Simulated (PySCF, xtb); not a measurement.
## Two isomers of C6H2I2OS

Structure X: `Ic1cc2scc(I)c2o1`, a singlet. Structure Y: `Ic1oc2ccsc2c1I`, a singlet. Both are isolated molecules in the gas phase, relaxed with PBE0-D3(BJ)/def2-SVP.

Energies in hartree; the thermal terms are from GFN2-xTB frequencies at re-optimised GFN2-xTB minima (ideal gas, soft modes damped towards free rotors, one conformer each, 298.15 K, 1 atm) and include the zero-point energy:

```
                                X            Y
E, PBE0-D4/def2-TZVP  −1298.321079  −1298.320818
   zero-point energy      0.061479      0.061464
        H(298 K) − E      0.071625      0.071626
        G(298 K) − E      0.023180      0.023260
```

Work out ΔE, ΔE₀, ΔH and ΔG for X → Y in kJ/mol (1 Eh = 2625.50 kJ/mol) and the equilibrium ratio [Y]/[X].

1. ΔE = −1298.320818 − (−1298.321079) = +0.000261 Eh = +0.69 kJ/mol.
2. ΔE₀ = ΔE + ΔZPE = +0.000261 + (−0.000015) Eh = +0.65 kJ/mol.
3. ΔH = ΔE + (+0.000001) Eh = +0.69 kJ/mol.
4. ΔG = ΔE + (+0.000080) Eh = +0.90 kJ/mol, so ΔS = (ΔH − ΔG)/T = −0.7 J/(mol K).
5. kT = 0.9442 mEh, so K = [Y]/[X] = exp(−ΔG/kT) = exp(−0.36) ≈ 0.7.

The two are too close for this level to say which is favoured. An error of 4 kJ/mol in ΔG would change K by a factor of 5. Mirror images and further conformers aren't counted.

As drawn, both hold the same kinds of bond in the same numbers.

Other levels gave ΔE = +2.3 (GFN2-xTB); +1.7 (HF/STO-3G, GFN2-xTB geometries); +2.2 (r2SCAN-D4/def2-SVP, GFN2-xTB geometries); +0.8 (PBE0-D3(BJ)/def2-SVP) kJ/mol. Atoms past krypton carry core potentials in the def2 sets, without spin–orbit terms. Programs: PySCF 2.14.0, xtb 6.7.1.
